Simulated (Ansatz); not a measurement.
Start from `FCF` and change one atom or group to get `F[CH](F)[GaH2]`.

Ansatz, PBE0-D4/def2-TZVP geometries, multiplicity 1. 

Scalar relativity is left out up to krypton.

```
                                                                                  property   `FCF`
                                                     HOMO–LUMO gap (B3LYP/def2-TZVPP) / eV   11.03
                                                     HOMO energy (ωB97M-V/def2-TZVPP) / eV  -12.34
                                            size of the dipole moment (PBE/def2-TZVPP) / D    1.72
ideal-gas entropy at 298 K and 1 bar (rigid rotor, harmonic PBE0-D4/def2-TZVP) / J/(mol·K)     246
                                                        LUMO energy (PBE0/def2-TZVPP) / eV    1.77
                                          size of the dipole moment (B3LYP/def2-TZVPP) / D    1.87
```

What does the change do to each property? (An estimate is asked.)

The calculation gave: 
| property | `F[CH](F)[GaH2]` | shift |
| --- | --- | --- |
| HOMO–LUMO gap (B3LYP/def2-TZVPP) / eV | 5.32 | -5.71 |
| HOMO energy (ωB97M-V/def2-TZVPP) / eV | -10.14 | 2.20 |
| size of the dipole moment (PBE/def2-TZVPP) / D | 1.68 | -0.04 |
| ideal-gas entropy at 298 K and 1 bar (rigid rotor, harmonic PBE0-D4/def2-TZVP) / J/(mol·K) | 333 | 87 |
| LUMO energy (PBE0/def2-TZVPP) / eV | -2.06 | -3.83 |
| size of the dipole moment (B3LYP/def2-TZVPP) / D | 1.92 | 0.05 |

With PBE0 the HOMO rises by 2.01 eV and the LUMO falls by 3.83 eV, so the gap narrows by about 5.84 eV. PBE moves the HOMO by 1.59 eV and ωB97M-V by 2.20 eV. The zero-point energy changes by 4.4 kJ/mol with +6 modes. Dipoles are sizes alone; their direction can turn. Modes under 60 cm⁻¹, often nearly free rotors, make the harmonic entropy too high.

B3LYP here is the variant with VWN-RPA as its local correlation; programs differ in this.
